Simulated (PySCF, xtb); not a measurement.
Hf(OH)3 (H3HfO3), SMILES [OH][Hf+]([OH])[OH], charge +1, multiplicity 1.

GFN2-xTB (xtb) at its own geometry gives an orbital gap of 4.00 eV.

The structure is a stationary point at r2SCAN-D4/def2-SVP. The multiplicity is an assumed one; other spin states were not compared. The isomer is the one that the SMILES or the coordinates give; other isomers of the formula were not compared. The def2 effective core potentials stand for the cores of Hf; spin–orbit coupling is left out. The values are those of a single conformer.

Q: What does HF/def2-TZVPD (PySCF) give? (The exact figures need the calculation; the answer reports its results.)

A: gap 13.18 eV (levels -18.42 and -5.25 eV).
